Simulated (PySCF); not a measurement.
Compound: C4H8OSi.
SMILES with atom numbers: `[CH3:1][O:2][C@H:3]1[CH:4]=[C:5]1[SiH3:6]` (hydrogens: H7, H8, H9 on C1; H10 on C3; H11 on C4; H12, H13, H14 on Si6)

Computed by this run: PBE0-D3(BJ)/def2-SVP geometry optimisation, gas phase (PySCF 2.14.0); density fitting, grid level 1; the optimiser is geomeTRIC in internal coordinates, started from a GFN2-xTB structure with every atom displaced at random (about 0.01 Å).

Step 0: E = -14182.4469 eV
```
atom  x, y, z in Å  |  force x, y, z in eV/Å
C1     -1.9441   -0.9431    0.3658   -1.178   1.759   0.150
O2     -1.6874    0.4200    0.6747    0.490  -0.181  -0.275
C3     -0.6457    0.9542   -0.0833    1.414   0.345   1.972
C4      0.3462    1.8853    0.5825   -1.655  -1.562  -0.960
C5      0.8059    0.6871    0.3298   -0.287  -0.040  -0.156
Si6     2.1808   -0.5464    0.4042   -0.642   0.349   0.040
H7     -2.1974   -1.0328   -0.7020   -0.062  -0.278  -0.137
H8     -1.1008   -1.5639    0.5968    0.809  -0.760   0.274
H9     -2.8279   -1.1981    0.9814    0.284  -0.298  -0.235
H10    -0.8764    1.0539   -1.1238   -0.295   0.134  -1.119
H11     0.4049    2.8530    1.0093    0.343   1.004   0.479
H12     2.7926   -0.6027   -0.9212    0.351  -0.114  -0.545
H13     1.5933   -1.8491    0.7422   -0.076  -0.460   0.113
H14     3.1489   -0.1326    1.4156    0.503   0.100   0.400
```

Problem. Estimate the geometry and energy of step 1. (The exact step hangs on the optimiser's Hessian estimate; all steps are aligned on step 0, rigid shifts and turns removed.)

Solution. E = -14182.6201 eV, largest force 0.537 eV/Å
```
atom  x, y, z in Å  |  force x, y, z in eV/Å
C1     -1.9573   -0.9131    0.3289    0.324  -0.255  -0.052
O2     -1.6502    0.3972    0.6902    0.033   0.022   0.090
C3     -0.6078    0.9405   -0.0452   -0.297   0.257  -0.366
C4      0.2626    1.9161    0.6024    0.191   0.381   0.217
C5      0.8206    0.7508    0.3950    0.153  -0.424  -0.136
Si6     2.1678   -0.5169    0.4298    0.003  -0.020   0.019
H7     -2.2518   -0.9969   -0.7357    0.008   0.004  -0.018
H8     -1.0999   -1.6085    0.5015   -0.224   0.191  -0.067
H9     -2.7966   -1.2516    0.9450   -0.129  -0.012   0.087
H10    -0.8571    1.0177   -1.1297    0.108  -0.053   0.292
H11     0.3979    2.9168    1.0262   -0.157  -0.177  -0.117
H12     2.6909   -0.7186   -0.9576   -0.028   0.043   0.021
H13     1.5780   -1.8083    0.8904    0.014  -0.004   0.033
H14     3.2958   -0.1403    1.3312    0.000   0.047  -0.003
```

The energy changes by -0.1732 eV. The first-order estimate −F·Δx gives -0.4200 eV and the mean of the old and new forces, exact on a quadratic surface, -0.1664 eV. The step makes an angle of 76° with the force vector and moves no atom by more than 0.170 Å.

What follows is the cost of the whole optimisation. Hardware: one thread, Arm Neoverse V1 (aarch64), on a shared host. Cost: 84 s of wall time, 0.50 GiB resident at most.
